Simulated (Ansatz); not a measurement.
Reaction (ligand exchange at a Ge–C bond): `C[CH]([SiH3])[GeH3]` + `C[SiH2]N` → `C[SiH2][NH][GeH3]` + `CC[SiH3]`

Calculated with Ansatz (gas phase, PBE0-D4/def2-TZVP geometries, no zero-point term in ΔE). CCSD(T)/CBS adds triple-zeta CCSD(T) − MP2 to the extrapolated MP2 energy (def2 sets, frozen cores). Functionals use def2-TZVPP. B3LYP here is the variant with VWN-RPA as its local correlation; programs differ in this. For Ge outer-core shells are correlated without core-valence functions, which leaves a few kJ/mol of doubt a bond. Scalar relativity is left out up to krypton. One conformer a species, not always the lowest.

Is it downhill or uphill in electronic energy at CCSD(T)/CBS, and by how much? (Estimate.)

Computed: Downhill: ΔE = -18.8 kJ/mol.

What do these levels give: B3LYP-D4, ωB97X-V, PBE, r2SCAN, B3LYP, HF/def2-TZVPP, CCSD/def2-TZVPP, CCSD(T)/def2-TZVPP, HF/def2-QZVPP, MP2/def2-QZVPP, SCS-MP2/def2-QZVPP, CCSD/CBS(def2)? (Estimate.)

Ansatz gave: B3LYP-D4 -24.7, ωB97X-V -24.4, PBE -20.2, r2SCAN -22.5, B3LYP -28.5, HF/def2-TZVPP -39.9, CCSD/def2-TZVPP -24.9, CCSD(T)/def2-TZVPP -23.0, HF/def2-QZVPP -40.7, MP2/def2-QZVPP -18.7, SCS-MP2/def2-QZVPP -24.1, CCSD/CBS(def2) -20.8 kJ/mol.

Largest T1 diagnostic among the species: 0.011.

The D4 term adds +3.8 kJ/mol with B3LYP and +2.0 kJ/mol with PBE0; it sums over pairs of atoms, weighted by their polarisabilities, and B3LYP, whose exchange is more repulsive, gets the larger term. In def2-TZVPP, CCSD(T) changes the Hartree–Fock value by +17.0 kJ/mol (the triples alone add +1.9 kJ/mol) and MP2 by +19.1 kJ/mol.
